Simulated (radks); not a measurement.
The numbers below are computed, except where a source is named.
Question: The boron ion B+, [He] 2s2. Code: a radial shooting solver on a logarithmic mesh with Libxc functionals. Model: non-relativistic Kohn-Sham, PBE, spin-polarised, spherical densities, point nucleus. Every spin shell is full or empty, so the densities are truly spherical. Functionals are evaluated on that one density, not self-consistently. Rank these exchange functionals by their error against the exact value of the orbitals, and give that value: LDA, PBE, revPBE, RPBE, PW86, OPTX, AM05, B86b, EV93, TPSS, revTPSS, SCAN, MS2, MVS.

Answer: Exact: -3.48367 hartree. From best to worst, with 100 (|E| - |E exact|)/|E exact| (equal figures are ties): OPTX +0.02, B86b -0.10, SCAN -0.26, revPBE +0.29, revTPSS +0.30, MVS -0.46, TPSS +0.50, MS2 +0.59, RPBE +0.64, PW86 +0.74, PBE -0.96, EV93 +4.73, AM05 -10.19, LDA -12.96.
